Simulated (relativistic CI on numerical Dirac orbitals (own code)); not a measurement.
**Co4+ in a cubic cluster: 3s photoemission with charge transfer**

Computed with a charge-transfer multiplet model of a cubic metal-ligand cluster with up to 3 ligand holes, Slater and spin-orbit integrals from Dirac-Coulomb-Breit ions, Slater integrals scaled by 0.9. The ground state mixes d5 with configurations of k ligand holes L, whose averages lie at kΔ + k(k − 1)U_dd/2; a core hole lowers each added d electron by U_cd. 300 K, Lorentzian 1.4 eV and Gaussian 0.8 eV FWHM.

Atomic integrals in eV (Slater integrals scaled, ζ unscaled), ground: F2dd 12.224, F4dd 7.677, zeta_d 0.080; with the core hole: F2dd 13.052, F4dd 8.234, zeta_d 0.090, G2cd 12.608.

Cluster parameters (eV): U_dd = 5.7, U_cd = 7.1, 10Dq = 0.3, 10Dq(ligand) = 0.2, V(eg) = 2.95, V(t2g) = -1.53, final-state hopping factor = 1.

```csv
Case,n_d,d5,d6L,d7L2,d8L3,S
Δ = -0.9 eV,5.68,0.43,0.47,0.10,0.01,2.50
Δ = 0.1 eV,5.58,0.50,0.42,0.07,0.00,2.50
Δ = 2.1 eV,5.41,0.63,0.33,0.04,0.00,2.50
```

Weights, n_d and S are thermal averages at 300 K. Binding energies count from the first peak over 30 % of the highest in each spectrum, which can be another peak from case to case. The parameters are a model scan and need not match a compound or its usual spin state. Peaks in eV (height, largest 100):
- Δ = -0.9 eV: 0.0 (100), 3.2 (16), 8.2 (28), 11.9 (36), 14.5 (11), 20.1 (21), 27.7 (5)
- Δ = 0.1 eV: 0.0 (100), 3.4 (15), 8.0 (28), 12.3 (36), 20.3 (18), 26.5 (5)
- Δ = 2.1 eV: 0.0 (100), 4.0 (11), 7.9 (24), 13.0 (35), 20.2 (20), 26.7 (5)

Curve for Δ = -0.9 eV (points under 2 left out, the grid thinned):

(E (eV), Intensity): (-3.2, 6.0), (-2.4, 10.2), (-1.7, 19.2), (-1.0, 44.2), (-0.2, 96.2), (0.6, 70.5), (1.3, 31.1), (2.0, 17.2), (2.8, 15.6), (3.6, 15.3), (4.3, 10.0), (5.0, 7.0), (5.8, 6.8), (6.6, 9.8), (7.3, 17.7), (8.0, 27.7), (8.8, 22.9), (9.6, 20.8), (10.3, 23.8), (11.0, 26.2), (11.8, 35.3), (12.6, 26.0), (13.3, 14.1), (14.0, 11.0), (14.8, 11.0), (15.6, 8.0), (16.3, 6.3), (17.0, 6.5), (17.8, 9.5), (18.6, 11.5), (19.3, 15.2), (20.0, 20.8), (20.8, 16.1), (21.6, 7.8), (22.3, 4.4), (23.0, 3.2), (23.8, 2.8), (24.6, 2.9), (25.3, 3.5), (26.0, 3.3), (26.8, 3.7), (27.6, 5.1), (28.3, 4.0), (29.0, 2.2), (30.9, 2.1)

For the case Δ = 2.1 eV, Δ = 2.1 eV is smaller than U_dd = 5.7 eV, the charge-transfer side of the Zaanen-Sawatzky-Allen scheme. With the core hole the configuration with one ligand hole lies at Δ − U_cd = -8.0, -7.0, -5.0 eV from the one without, in the order of the table; where this is negative the screened configuration lies lower, though the effective hopping of about 4.7 eV (from the holes of the mixed ground state) mixes the two strongly wherever it is as large as the gap.

Without intra-shell correlation the exchange splitting of the 3s hole comes out too large.
